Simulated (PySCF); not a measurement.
The isolated species `C[S@+]([AlH3-])CC(=O)O` is ionised with Al Kα (hν = 1486.6 eV). Calculated photoelectron kinetic energies of its computed core levels, recoil neglected:

```json
{"line": "1", "kinetic energy (eV)": "1194.54"}
{"line": "2", "kinetic energy (eV)": "1194.24"}
{"line": "3", "kinetic energy (eV)": "948.13"}
{"line": "4", "kinetic energy (eV)": "945.96"}
```

Method used: delta-SCF UKS SCAN, pcX-2 on the ionised atom, pcseg-1 elsewhere, spin-free X2C in PySCF 2.14.0.

Question: Which element, shell and site does each line come from? Numbering: `[CH3:1][S@+:2]([AlH3-:3])[CH2:4][C:5](=[O:6])[OH:7]`.

Answer: Against the vacuum level, binding energy = hν − kinetic energy.

| line | binding energy (eV) | level | atoms | environment |
| --- | --- | --- | --- | --- |
| 1 | 292.06 | C 1s | C1 | S-methyl carbon |
| 2 | 292.36 | C 1s | C4 | sp3 carbon bound to sulfur |
| 3 | 538.47 | O 1s | O6 | acid carbonyl oxygen |
| 4 | 540.64 | O 1s | O7 | acid hydroxyl oxygen |

Out of reach at this photon energy: Al 1s (1565.6 eV), S 1s (2478.5 eV).

Question: Where does line 4 move with hν = 1000.0 eV?

Answer: To 1000.0 − 540.64 = 459.36 eV; every photoline shifts by the change in photon energy, -486.6 eV.

Lowest listed C 1s: C1, bonded to S and 3 H. Highest, 0.30 eV above it: C4, bonded to S, C and 2 H. Summing the Pauling electronegativity differences to the bonded atoms, each weighted by its formal bond order, gives -1.02 for the lowest site and -0.67 for the highest.

Question: What is the O 1s shift of O7 against O6?

Answer: 540.64 − 538.47 = +2.17 eV, or +209 kJ/mol.

Other core shells, valence and Auger electrons aren't listed. The list is incomplete; no value stands for C 1s of C5. The structure is a single PBE0-D3(BJ)/def2-SVP conformer in the gas phase; no vibrational or solvent corrections.

The values belong to the conformer `[CH3:1][S@+:2]([AlH3-:3])[CH2:4][C:5](=[O:6])[OH:7]`: C1–S2–C4–C5 -176°, S2–C4–C5–O6 150°, H–O7–C5–C4 -178°.
